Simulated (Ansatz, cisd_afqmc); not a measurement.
Species: SiH4S, charge 0, singlet. SiH4S (sulfanylsilane, SMILES [SiH3]S).
B3LYP-D3(BJ)/def2-TZVP minimum from Ansatz (a program for electronic structure):
```xyz
6

Si    -0.9631    -0.3731     0.0805
S      1.0062     0.4702    -0.0993
H     -1.1814    -0.9649     1.4193
H     -1.8815     0.7659    -0.1253
H     -1.2059    -1.4118    -0.9454
H      1.6539    -0.6887     0.1130
```
Charge 0, spin multiplicity 1.

Total energies in cc-pV(D+d)Z, 14 correlated electrons, 10 frozen orbitals. UHF or UKS for unpaired electrons; spin-orbit terms are left out. Cores are frozen in correlated methods. No relativity. AFQMC is phaseless with a CISD trial state; ± is one standard error, without the phaseless bias. Outlying blocks are dropped, and bars are widened where a walk drifts. Over all cases where full CI ran beside it in this data, AFQMC minus full CI had a median of +0.1 mEh and passed +0.4 mEh in a tenth of the cases.

```json
[
 {"method": "HF", "program": "Ansatz", "energy (Eh)": "-688.82194", "minus CCSDT(Q) (mEh)": "293.09"},
 {"method": "MP2", "program": "Ansatz", "energy (Eh)": "-689.06468", "minus CCSDT(Q) (mEh)": "50.36"},
 {"method": "CCSD", "program": "Ansatz", "energy (Eh)": "-689.10654", "minus CCSDT(Q) (mEh)": "8.50"},
 {"method": "CCSD(T)", "program": "Ansatz", "energy (Eh)": "-689.11363", "minus CCSDT(Q) (mEh)": "1.40"},
 {"method": "CCSDT(Q)", "program": "Ansatz", "energy (Eh)": "-689.11503", "minus CCSDT(Q) (mEh)": "0.00"},
 {"method": "AFQMC/CISD", "program": "cisd_afqmc", "energy (Eh)": "-689.1146 ± 0.0004", "minus CCSDT(Q) (mEh)": "0.5 ± 0.4"}
]
```

Rough core times of Ansatz's runs on a shared machine: CCSD(T) under 20 s, CCSDT(Q) 60 s.
